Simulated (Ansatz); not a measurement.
The same path of a periodic cell of 17 atoms, Rb (host Rb, host structure bcc, interstitial Rb) was run twice with different band settings. Lost on the way: Rb1–Rb17, Rb3–Rb5, Rb4–Rb17, Rb5–Rb9. Made: Rb3–Rb13, Rb6–Rb17, Rb9–Rb13.

All numbers below come from Ansatz, DFT PBEsol, scalar-relativistic, plane waves, PAW. Settings: cutoff 420 eV, k mesh 2x2x2, gaussian smearing 0.05 eV, no spin polarisation.

Relaxed end points:

```xyz
17
Lattice="11.1800 0.0000 0.0000 0.0000 11.1800 0.0000 0.0000 0.0000 11.1800" Properties=species:S:1:pos:R:3
Rb -0.011 -0.057 -0.002
Rb 5.615 0.211 -0.209
Rb -0.013 4.963 -0.561
Rb -0.011 -0.036 5.588
Rb 2.791 2.836 2.784
Rb 5.560 5.653 0.045
Rb 5.616 0.244 5.783
Rb 8.383 2.856 2.784
Rb -0.014 4.867 6.197
Rb 3.405 9.113 2.785
Rb 2.986 2.559 8.411
Rb 5.560 5.634 5.533
Rb 7.824 9.016 2.785
Rb 8.176 2.589 8.413
Rb 2.736 8.342 8.355
Rb 8.429 8.324 8.355
Rb 0.072 6.994 2.865
```

```xyz
17
Lattice="11.1800 0.0000 0.0000 0.0000 11.1800 0.0000 0.0000 0.0000 11.1800" Properties=species:S:1:pos:R:3
Rb 0.141 -0.096 0.148
Rb 5.720 0.080 -0.297
Rb -0.823 5.561 -0.544
Rb 0.160 -0.097 5.453
Rb 3.441 2.323 2.802
Rb 5.598 5.551 -0.075
Rb 5.688 0.079 5.903
Rb 8.420 2.705 2.807
Rb -0.743 5.563 6.104
Rb 3.729 8.981 2.802
Rb 2.614 2.919 8.411
Rb 5.581 5.552 5.671
Rb 8.366 8.451 2.807
Rb 8.337 2.466 8.362
Rb 2.677 8.219 8.412
Rb 8.223 8.655 8.364
Rb 1.404 5.796 2.740
```

Common settings: climbing image yes; force threshold 0.05 eV/Å; end points relaxed.

| run | movable images | spring | optimiser | start path | iteration limit |
| --- | --- | --- | --- | --- | --- |
| 1 | 5 | 5.0 eV/Å² | quadratic models (default) | IDPP | 67 |
| 2 | 3 | 50.0 eV/Å² | fire | default | 50 |

Problem. What does each run give, and how far can it be trusted?

Solution. Run 1: converged after 5 iterations, highest image 0.000 eV above the first end. The highest image is an end point: on this band no image between the ends rises above it. Inner images lie up to 0.025 eV below the lower end, so the ends aren't the lowest states on this path.
Run 2: converged after 26 iterations, highest image 0.000 eV above the first end. The highest image is an end point: on this band no image between the ends rises above it. Inner images lie up to 0.090 eV below the lower end, so the ends aren't the lowest states on this path.
Limits of this set-up: coarse k mesh.
